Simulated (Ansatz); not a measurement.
Reaction (ligand exchange at the Si–C bond): `C[Si](F)(F)I` + HCl → `F[Si](F)(Cl)I` + CH₄

Gas-phase electronic energies from Ansatz, PBE0-D4/def2-TZVP geometries. CCSD(T)/CBS adds triple-zeta CCSD(T) − MP2 to the extrapolated MP2 energy (def2 sets, frozen cores). This one scheme is used for every species. DFT in def2-TZVPP. Elements past krypton have def2 core potentials. For I outer-core shells are correlated without core-valence functions, which leaves a few kJ/mol of doubt a bond.

| species | r2SCAN0 energy (Eh) |
| --- | --- |
| `C[Si](F)(F)I` | -827.04502 |
| HCl | -460.78275 |
| `F[Si](F)(Cl)I` | -1247.36154 |
| CH₄ | -40.49834 |

Task: Work out ΔE.

Result: ΔE = (-1247.36154) + (-40.49834) − (-827.04502) − (-460.78275) = -0.03211 Eh = -84.3 kJ/mol. CCSD(T)/CBS gives -81.4 kJ/mol.

Largest T1 diagnostic among the species: 0.010.

Leaving LDA and LC-ωPBE aside and taking each functional with its dispersion term where it has one, the values, not all of them listed here, spread over 7.5 kJ/mol, from B97M-V to PBE-D4. LDA lies +5.0 kJ/mol from PBE without D4. At CCSD(T), def2-SVP lies +3.2 kJ/mol from the extrapolated value and def2-TZVPP +3.1 kJ/mol.
